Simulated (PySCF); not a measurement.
## Electron correlation in W⁺ (tungsten, charge +1)

[Xe] 4f14 5d4 6p1, one real determinant (an excited configuration). All numbers are calculated (PySCF 2.14, scalar relativity by spin-free X2C-1e, in x2c-TZVPPall). Frozen: [Xe] 4f14; 5 electrons correlated.

```json
{"level": "CCSD", "correlation energy (mhartree)": "-48.93"}
{"level": "(T)", "correlation energy (mhartree)": "-1.54"}
{"level": "CCSD(T)", "correlation energy (mhartree)": "-50.47"}
```

Diagnostics: T1 = 0.011, D1 = 0.0308, largest double amplitude 0.121.

The real determinant used has ⟨L²⟩ near 8 against 12 for a pure F term, so it mixes terms. Spin-orbit coupling, absent here, splits the open shell strongly.

Cost of the coupled-cluster step: of the order of 11 core-seconds, for 5 correlated electrons.

The basis was made for the ground configuration and has no added diffuse functions, which can raise the energy of the promoted electron.

The reference is one real determinant that mixes LS terms of this configuration.
